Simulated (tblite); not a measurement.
Compound: C4H8FOSi (doublet state).
Structure used (GFN2-xTB), in Å, numbered top down from 1:
```xyz
15
C4H8FOSi angstrom
O      2.4352   -0.2629   -0.9607
C      1.5679   -0.2446    0.1046
C      0.6955    0.9112    0.4935
C     -0.4660   -0.1014    0.6642
Si    -1.9489    0.1603   -0.4815
F     -2.6661    1.5352   -0.0340
C      0.4770   -1.2601    0.2608
H      2.7862    0.6226   -1.1045
H      0.5544    1.6714   -0.2836
H      0.9799    1.4254    1.4144
H     -0.7822   -0.1791    1.7063
H     -2.9556   -0.8780   -0.3245
H     -1.5423    0.4023   -1.8585
H      0.6418   -2.0044    1.0416
H      0.2188   -1.7901   -0.6600
```

Computed with GFN2-xTB (tblite): harmonic, unscaled wavenumbers at the GFN2-xTB geometry, gas phase. The method is semi-empirical: single wavenumbers can be off by several per cent or more. Modes of hydrogen on silicon can be 10 to 20 % off. One conformer, not necessarily the lowest. Open shells enter through the occupations alone, without spin polarisation, and single modes of such species can be off by tens of per cent.

Harmonic wavenumbers (cm⁻¹): 37.6, 52.2, 135.8, 260.6, 262.0, 295.4, 317.6, 377.8, 494.3, 569.1, 621.3, 710.9, 729.3, 768.8, 814.1, 834.0, 911.1, 984.3, 1008.9, 1023.3, 1034.9, 1066.0, 1079.1, 1205.3, 1208.4, 1212.7, 1244.6, 1266.3, 1358.2, 1459.1, 1468.6, 2318.4, 2338.7, 2883.2, 2916.8, 2944.1, 2954.6, 2963.1, 3539.2.

A = 4933, B = 1121, C = 1071 MHz; mass 119.033 u (most abundant isotopes); point group C1, symmetry number 1; spin multiplicity 2.

**Question.** Zero-point energy?

**Answer.** ½Σν̃ = 23835 cm⁻¹ = 285.13 kJ/mol.

**Question.** What is S at 298.15 K and 1 bar for an ideal gas of classical rigid rotors and harmonic oscillators?

**Answer.** Translation 168.46, rotation 118.77, vibration 99.29, spin (R ln 2) 5.76: S = 392.3 J/(mol K).

**Question.** And Cp and H(298.15 K) − H(0)?

**Answer.** Cp = 137.23 J/(mol K), of which vibrations give 103.97 (their classical limit is 39 R = 324.3); H(298.15 K) − H(0) = 25.14 kJ/mol without the zero-point energy, 15.22 from vibrations.

**Question.** How do the functions run with temperature in this model?

**Answer.** 
```csv
T (K),S (J/(mol K)),Cp (J/(mol K)),H − H(0) (kJ/mol),G − H(0) (kJ/mol),ln q(vib)
150,318.7,83.9,8.82,-38.99,2.77
250,369.7,119.5,18.96,-73.47,4.81
400,437.6,172.0,40.93,-134.11,7.91
600,517.6,222.4,80.74,-229.83,12.03
900,617.3,268.1,154.94,-400.61,17.88
```

q(vib) and H(0) count from the zero-point level.

**Question.** Which modes carry the vibrational entropy at 298.15 K?

**Answer.** 37.6 cm⁻¹: 22.52; 52.2 cm⁻¹: 19.80; 135.8 cm⁻¹: 11.98; 260.6 cm⁻¹: 6.94; 262.0 cm⁻¹: 6.90; 295.4 cm⁻¹: 6.04 J/(mol K); the other 33 give 25.13 together.

Hindered rotation and anharmonicity are outside this model. Other conformers, if any are populated, would add a mixing term that is left out. The structure is chiral; the term R ln 2 for an equal mix with its mirror image is left out.

Hardware: one thread, Arm Neoverse V1 (aarch64), on a shared host. Cost: 0.46 s of wall time. This covers the Hessian and the dipole derivatives.
